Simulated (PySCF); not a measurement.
CH₃Cl₂FGe, SMILES [Cl][Ge]([F])([Cl])[CH3]. The structure is a stationary point at B3LYP-D3(BJ)/def2-SVP. This is a generated structure with no PubChem entry under its InChIKey; it may be hypothetical.

**Question.** Give the equilibrium geometry at B3LYP-D3(BJ)/def2-SVP (PySCF confirms it by a frequency run) as Cartesian coordinates in Å, and its point group. (The exact figures need the calculation; the answer reports its results.)

**Answer.** point group Cs.
```xyz
8

C     -1.0637    -1.8359     0.0000
Ge     0.0625    -0.2646     0.0000
F      1.7351    -0.7342     0.0000
Cl    -0.2181     0.9550     1.7518
Cl    -0.2181     0.9550    -1.7518
H     -0.8507    -2.4288    -0.9005
H     -2.1171    -1.5235     0.0000
H     -0.8507    -2.4288     0.9005
```
Charge 0, spin multiplicity 1.
